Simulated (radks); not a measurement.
Results of a calculation; reference values are marked as such.
All-electron atom: the molybdenum ion Mo+ in [Kr] 4d5 (the NIST ground configuration). Code: a radial shooting solver on a logarithmic mesh with Libxc functionals. Model: Dirac Kohn-Sham, revPBE, spin-unpolarised, spherical densities, finite nucleus; open shells are shared between the two j in proportion to 2j + 1; Fermi nuclear charge, rms radius 4.4091 fm.

Unscreened Slater integrals over Kohn-Sham orbitals (hartree). Large and small components are both included.

F0(4d5/2,4d5/2): 0.48217
F2(4d5/2,4d5/2): 0.23428
F4(4d5/2,4d5/2): 0.15052
F0(4d5/2,4d3/2): 0.48501
F2(4d5/2,4d3/2): 0.23574
G2(4d5/2,4d3/2): 0.23568
G4(4d5/2,4d3/2): 0.15146
F0(4d5/2,4p3/2): 0.56990
F2(4d5/2,4p3/2): 0.26609
G1(4d5/2,4p3/2): 0.32516
G3(4d5/2,4p3/2): 0.19639
F0(4d5/2,4p1/2): 0.57428
G3(4d5/2,4p1/2): 0.19338
F0(4d3/2,4d3/2): 0.48789
F2(4d3/2,4d3/2): 0.23726
F0(4d3/2,4p3/2): 0.57444
F2(4d3/2,4p3/2): 0.26958
G1(4d3/2,4p3/2): 0.33069
G3(4d3/2,4p3/2): 0.19978
F0(4d3/2,4p1/2): 0.57893
G1(4d3/2,4p1/2): 0.32604
F0(4p3/2,4p3/2): 0.72111
F2(4p3/2,4p3/2): 0.37818
F0(4p3/2,4p1/2): 0.73005
G2(4p3/2,4p1/2): 0.38220
F0(4p1/2,4p1/2): 0.73942
